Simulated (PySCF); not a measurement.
C3H3F3, SMILES F[C@H]1CC1(F)F. Coordinates come from a PBE-D3(BJ)/def2-SVP optimisation. The structure was generated by enumeration; whether it is a known compound was not checked.

Computed with PySCF 2.14.0 with PBE-D3(BJ)/def2-SVP.

Harmonic wavenumbers (cm⁻¹): 179, 241, 372, 437, 473, 595, 724, 814, 852, 969, 974, 1028, 1078, 1164, 1241, 1295, 1326, 1476, 3070, 3082, 3179. Rotational constants (GHz): 5.728, 2.981, 2.585; symmetry number 1.

Problem. Work out the zero-point energy and the ideal-gas rigid-rotor harmonic-oscillator thermochemistry at 298.15 K and 1 atm.

Solution. ZPE = ½ Σ hcν = ½ × 24568 cm⁻¹ = 35.12 kcal/mol. H − E(el) = 39.10 kcal/mol. Entropy in cal/(mol K): translation 39.60, rotation 26.39, vibration 8.38, total 74.37. G − E(el) = 16.92 kcal/mol. Cp = 21.09 cal/(mol K).
